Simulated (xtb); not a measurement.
CH₄N, charge -1, singlet, geometry from GFN2-xTB; GFN2-xTB run with xtb 6.7.1.

Input for xtb:
```
$ xtb mol.xyz --gfn 2 --chrg -1 --uhf 0 --json

# file mol.xyz
6

C      0.03918329     0.57726037     0.02256172
N      0.01386466    -0.79320152     0.08399166
H     -0.98685864     1.16240067     0.02218520
H     -0.49443487    -1.14362403    -0.75261679
H      0.57583997     0.97766943     0.90352376
H      0.57330122     1.09240237    -0.89640406
```

Problem. What does xtb print? Leave out banner, timings and long lists.

Solution. 
```
   ID    Z sym.   atoms
    1    6 C      1
    2    7 N      2
    3    1 H      3-6

           -------------------------------------------------
          |                Calculation Setup                |
           -------------------------------------------------

           -------------------------------------------------
          |                 G F N 2 - x T B                 |
           -------------------------------------------------

          ...................................................
          :                      SETUP                      :
          :.................................................:
          :  # basis functions                  12          :
          :  # atomic orbitals                  12          :
          :  # shells                            8          :
          :  # electrons                        14          :
          :  max. iterations                   250          :
          :  Hamiltonian                  GFN2-xTB          :
          :  restarted?                      false          :
          :  GBSA solvation                  false          :
          :  PC potential                    false          :
          :  electronic temp.          300.0000000     K    :
          :  accuracy                    1.0000000          :
          :  -> integral cutoff          0.2500000E+02      :
          :  -> integral neglect         0.1000000E-07      :
          :  -> SCF convergence          0.1000000E-05 Eh   :
          :  -> wf. convergence          0.1000000E-03 e    :
          :  Broyden damping             0.4000000          :
          :  net charge                         -1          :
          :  unpaired electrons                  0          :
          ...................................................

 iter      E             dE          RMSdq      gap      omega  full diag
   1     -7.1914987 -0.719150E+01  0.446E+00    9.53       0.0  T
   2     -7.2512010 -0.597024E-01  0.171E+00    8.22       1.0  T
   3     -7.2524418 -0.124074E-02  0.914E-01    8.44       1.0  T
   4     -7.2525509 -0.109069E-03  0.106E-01    8.34       1.0  T
   5     -7.2525630 -0.121878E-04  0.342E-02    8.34       1.2  T
   6     -7.2525635 -0.504480E-06  0.919E-03    8.34       4.4  T
   7     -7.2525639 -0.333458E-06  0.268E-03    8.35      15.3  T
   8     -7.2525639 -0.121065E-07  0.342E-04    8.35     119.3  T
   9     -7.2525639 -0.204156E-09  0.131E-04    8.35     312.6  T

   *** convergence criteria satisfied after 9 iterations ***

         :::::::::::::::::::::::::::::::::::::::::::::::::::::
         ::                     SUMMARY                     ::
         :::::::::::::::::::::::::::::::::::::::::::::::::::::
         :: total energy              -7.186181620716 Eh    ::
         :: gradient norm              0.000039645224 Eh/a0 ::
         :: HOMO-LUMO gap              8.345259691176 eV    ::
         ::.................................................::
         :: SCC energy                -7.252563851904 Eh    ::
         :: -> isotropic ES            0.177659117454 Eh    ::
         :: -> anisotropic ES          0.003965009307 Eh    ::
         :: -> anisotropic XC          0.008240978724 Eh    ::
         :: -> dispersion             -0.002402426629 Eh    ::
         :: repulsion energy           0.066382231188 Eh    ::
         :: add. restraining           0.000000000000 Eh    ::
         :: total charge              -1.000000000000 e     ::
         :::::::::::::::::::::::::::::::::::::::::::::::::::::

           -------------------------------------------------
          |                Property Printout                |
           -------------------------------------------------

    * Orbital Energies and Occupations

         #    Occupation            Energy/Eh            Energy/eV
      -------------------------------------------------------------
         1        2.0000           -0.3520422              -9.5796
         2        2.0000           -0.2879175              -7.8346
         3        2.0000           -0.2562043              -6.9717
         4        2.0000           -0.2435576              -6.6275
         5        2.0000           -0.1913813              -5.2077
         6        2.0000           -0.0764405              -2.0801
         7        2.0000           -0.0192013              -0.5225 (HOMO)
         8                          0.2874814               7.8228 (LUMO)
         9                          0.3170477               8.6273
        10                          0.3650837               9.9344
        11                          0.4373702              11.9014
        12                          0.5659202              15.3995
      -------------------------------------------------------------
                  HL-Gap            0.3066827 Eh            8.3453 eV
             Fermi-level            0.1341401 Eh            3.6501 eV

     #   Z          covCN         q      C6AA      α(0)
     1   6 C        3.629     0.128    18.873     6.256
     2   7 N        1.768    -0.685    40.849     9.463
     3   1 H        0.899    -0.165     8.516     4.566
     4   1 H        0.858    -0.034     3.737     3.029
     5   1 H        0.922    -0.080     4.918     3.468
     6   1 H        0.899    -0.165     8.516     4.566

 Mol. C6AA /au·bohr⁶  :        428.162077
 Mol. C8AA /au·bohr⁸  :       7740.615565
 Mol. α(0) /au        :         31.348461

Wiberg/Mayer (AO) data.
largest (>0.10) Wiberg bond orders for each atom

 ---------------------------------------------------------------------------
     #   Z sym  total        # sym  WBO       # sym  WBO       # sym  WBO
 ---------------------------------------------------------------------------
     1   6 C    3.963 --     2 N    1.195     5 H    0.971     6 H    0.897
                             3 H    0.897
     2   7 N    2.326 --     1 C    1.195     4 H    0.978
     3   1 H    0.973 --     1 C    0.897
     4   1 H    0.999 --     2 N    0.978
     5   1 H    0.994 --     1 C    0.971
     6   1 H    0.973 --     1 C    0.897
 ---------------------------------------------------------------------------

Topologies differ in total number of bonds
Writing topology from bond orders to xtbtopo.mol

molecular dipole:
                 x           y           z       tot (Debye)
 q only:        0.064       0.387       0.080
   full:       -0.107       0.830      -0.245       2.216
molecular quadrupole (traceless):
                xx          xy          yy          xz          yz          zz
 q only:        1.162       0.173      -2.473       0.179       0.561       1.311
  q+dip:        1.404       0.635      -3.153       0.433       1.404       1.749
   full:        1.235       0.744      -2.959       0.578       1.555       1.725

           -------------------------------------------------
          | TOTAL ENERGY               -7.186181620716 Eh   |
          | GRADIENT NORM               0.000039645224 Eh/α |
          | HOMO-LUMO GAP               8.345259691176 eV   |
           -------------------------------------------------

normal termination of xtb
```
